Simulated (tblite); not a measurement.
C6H14O2Si.
SMILES with atom numbers: `[CH3:1][C:2]([CH3:3])([CH3:4])[C:5](=[O:6])[CH2:7][SiH2:8][OH:9]` (hydrogens: H10, H11, H12 on C1; H13, H14, H15 on C3; H16, H17, H18 on C4; H19, H20 on C7; H21, H22 on Si8; H23 on O9)

Cartesian coordinates in Å at the GFN2-xTB level; atoms count from 1:
```
atom  x, y, z in Å
C1    -0.6729   -0.7000   -1.2831
C2    -0.9216    0.3375   -0.1840
C3    -2.1088   -0.0882    0.6891
C4    -1.2222    1.6937   -0.8257
C5     0.3131    0.4662    0.7076
O6     0.8584    1.5436    0.8763
C7     0.8684   -0.7583    1.3273
Si8    2.6129   -1.0361    0.5477
O9     3.3322    0.4049    0.4767
H10   -0.5145   -1.6933   -0.8716
H11    0.1992   -0.4268   -1.8735
H12   -1.5357   -0.7400   -1.9455
H13   -1.9490   -1.0710    1.1257
H14   -2.2622    0.6265    1.4952
H15   -3.0136   -0.1258    0.0861
H16   -0.3814    2.0177   -1.4343
H17   -2.1065    1.6276   -1.4551
H18   -1.3902    2.4460   -0.0590
H19    1.0458   -0.5607    2.3835
H20    0.2238   -1.6236    1.2353
H21    2.4567   -1.5918   -0.7957
H22    3.3828   -1.9007    1.4344
H23    2.7804    1.1796    0.6495
```

Method: GFN2-xTB as coded in tblite; computed harmonic values from a numerical Hessian at the method's own geometry, unscaled. Errors from tens to a few hundred cm⁻¹ against measured bands are possible. Modes of hydrogen on silicon can be 10 to 20 % off. One conformer, not necessarily the lowest.

Harmonic wavenumbers (cm⁻¹): 42.4, 51.0, 103.1, 160.1, 170.4, 199.3, 220.8, 226.3, 258.2, 275.2, 343.7, 352.8, 375.0, 453.0, 463.3, 517.0, 567.6, 611.5, 625.4, 693.8, 721.8, 760.0, 800.9, 833.6, 888.7, 904.7, 939.3, 966.3, 967.1, 969.3, 1026.2, 1030.2, 1069.1, 1129.3, 1170.0, 1228.4, 1247.4, 1273.3, 1403.9, 1405.7, 1427.2, 1456.9, 1484.0, 1490.6, 1492.4, 1500.2, 1504.8, 1510.7, 1687.6, 2267.4, 2308.8, 2995.5, 3022.3, 3026.1, 3029.4, 3032.0, 3034.7, 3039.0, 3041.4, 3044.0, 3049.6, 3062.3, 3402.5.

A = 2370, B = 854.4, C = 788.9 MHz; mass 146.076 u (most abundant isotopes); point group C1, symmetry number 1.

Problem. Zero-point energy?

Solution. ½Σν̃ = 41177 cm⁻¹ = 117.73 kcal/mol.

Problem. Entropy at 350 K, 1 bar (ideal gas, RRHO, classical rotation)?

Solution. Translation 41.67, rotation 30.17, vibration 43.80: S = 115.6 cal/(mol K).

Problem. And Cp and H(350 K) − H(0)?

Solution. Cp = 53.65 cal/(mol K), of which vibrations give 45.70 (their classical limit is 63 R = 125.2); H(350 K) − H(0) = 10.91 kcal/mol without the zero-point energy, 8.12 from vibrations.

Problem. What must be added to the electronic energy to get the Gibbs energy at 350 K and 1 bar?

Solution. ZPE + [H(350 K) − H(0)] − T·S = 117.73 + 10.91 − 40.47 = 88.17 kcal/mol.

Problem. Blend soft modes into free rotors: weight 1/[1 + (100 cm⁻¹/ν̃)⁴] for the oscillator and the rest for a rotor with moment μB/(μ + B), μ = h/(8π²ν), B = 10⁻⁴⁴ kg m². What vibrational entropy results?

Solution. 40.53 cal/(mol K) in place of 43.80, which changes −T·S at 350 K by +1.14 kcal/mol.

Problem. How do the functions run with temperature in this model?

Solution. 
```json
{"T (K)": "50", "S (cal/(mol K))": "60.2", "Cp (cal/(mol K))": "13.8", "H − H(0) (kcal/mol)": "0.52", "G − H(0) (kcal/mol)": "-2.49", "ln q(vib)": "0.69"}
{"T (K)": "100", "S (cal/(mol K))": "72.1", "Cp (cal/(mol K))": "21.5", "H − H(0) (kcal/mol)": "1.40", "G − H(0) (kcal/mol)": "-5.81", "ln q(vib)": "2.10"}
{"T (K)": "298.15", "S (cal/(mol K))": "107.5", "Cp (cal/(mol K))": "47.4", "H − H(0) (kcal/mol)": "8.28", "G − H(0) (kcal/mol)": "-23.78", "ln q(vib)": "8.63"}
{"T (K)": "373.15", "S (cal/(mol K))": "119.2", "Cp (cal/(mol K))": "56.3", "H − H(0) (kcal/mol)": "12.18", "G − H(0) (kcal/mol)": "-32.28", "ln q(vib)": "11.13"}
{"T (K)": "500", "S (cal/(mol K))": "137.5", "Cp (cal/(mol K))": "69.2", "H − H(0) (kcal/mol)": "20.17", "G − H(0) (kcal/mol)": "-48.58", "ln q(vib)": "15.32"}
{"T (K)": "750", "S (cal/(mol K))": "169.3", "Cp (cal/(mol K))": "87.4", "H − H(0) (kcal/mol)": "39.91", "G − H(0) (kcal/mol)": "-87.04", "ln q(vib)": "23.20"}
{"T (K)": "1000", "S (cal/(mol K))": "196.2", "Cp (cal/(mol K))": "99.5", "H − H(0) (kcal/mol)": "63.37", "G − H(0) (kcal/mol)": "-132.81", "ln q(vib)": "30.48"}
```

q(vib) and H(0) count from the zero-point level.

Hindered rotation and anharmonicity are outside this model. Other conformers, if any are populated, would add a mixing term that is left out. The structure is chiral; the term R ln 2 for an equal mix with its mirror image is left out.
